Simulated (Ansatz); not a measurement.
Isolated molecules relaxed with PBE0-D4/def2-TZVP in Ansatz; ΔE leaves out vibrations. CCSD(T)/CBS is the MP2 limit (def2-TZVPP, def2-QZVPP) plus CCSD(T) − MP2 in def2-TZVPP, frozen cores. Double bonds are as drawn, so ΔE can hold a change between cis and trans. Functionals use def2-TZVPP. For Ge outer-core shells are correlated without core-valence functions, which leaves a few kJ/mol of doubt a bond. Scalar relativity is left out up to krypton. Each species was taken in one conformer, which may not be the lowest.

Consider the redistribution: `[GeH3][O]C1CO1` + `F/C=C/[SiH3]` → `F/C=[CH]/[GeH3]` + `[SiH3]OC1CO1`.

Task: Is it downhill or uphill in electronic energy at CCSD(T)/CBS, and by how much? (Estimate.)

Result: The calculation gave: Downhill: ΔE = -13.6 kcal/mol.

Task: What do these levels give: PBE0-D4, ωB97X-V, r2SCAN, HF/def2-TZVPP, MP2/def2-TZVPP, CCSD/CBS(def2)? (Best estimate.)

Result: Ansatz gave: PBE0-D4 -11.9, ωB97X-V -12.4, r2SCAN -12.1, HF/def2-TZVPP -13.0, MP2/def2-TZVPP -13.5, CCSD/CBS(def2) -13.8 kcal/mol.

Largest T1 diagnostic among the species: 0.012.

From PBE to PBE0 (25 % exact exchange), in def2-TZVPP and without D4, ΔE moves by −0.9 kcal/mol.
